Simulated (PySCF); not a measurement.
# Spinor energies of Ba⁴⁸⁺ (barium, charge +48)

Start: [He] 2s2 2p4; 2p1/2 filled at m_j = -1/2, +1/2; 2p3/2 filled at m_j = +1/2, +3/2. Calculated with PySCF 2.14 in an uncontracted even-tempered set (17 s from 27 bohr⁻², ratio 2.4; 13 p from 36 bohr⁻², ratio 2.4; 5 d from 120 bohr⁻², ratio 2.6; 4 f from 190 bohr⁻², ratio 2.6): generalised Hartree-Fock with the X2C-1e Hamiltonian and a Gaussian nucleus; one run each with spin-orbit coupling (SO) switched off, then screened by Boettger's factors.

```csv
spinor shell,electrons,"ε, spin-free (eV)","ε, screened SO (eV)",weight of nominal j (screened SO),"rms radius, screened SO (bohr)"
1s1/2,2,-41526.4,-41511.9,1.000,0.0291
2s1/2,2,-9490.3,-9486.1,1.000,0.115
2p1/2,2,-8967.9,-9237.9,0.999,0.0982
2p3/2,2,-8967.9,-8839.6,0.999,0.103
```

```json
{"quantity": "E (hartree)", "spin-free": "-5386.84881", "screened SO": "-5398.16514"}
{"quantity": "M_J", "spin-free": "2", "screened SO": "2"}
{"quantity": "⟨J²⟩", "spin-free": "6.000", "screened SO": "6.000"}
{"quantity": "⟨L²⟩", "spin-free": "2.000", "screened SO": "3.210"}
{"quantity": "⟨S²⟩", "spin-free": "2.000", "screened SO": "1.402"}
```

Each row is a mean over spinors that exchange with the open shell spreads, by up to 64.738 eV (2s1/2).

Breit and QED terms are absent; they matter most for the inner s and p1/2 levels.

Densities and radii are taken from the X2C orbitals without a picture-change correction, which distorts them close to the nucleus.

Without spin-orbit coupling the j labels of p, d and f shells carry no meaning; the spin-free column gives the mean over the occupied spinors of each nl shell.
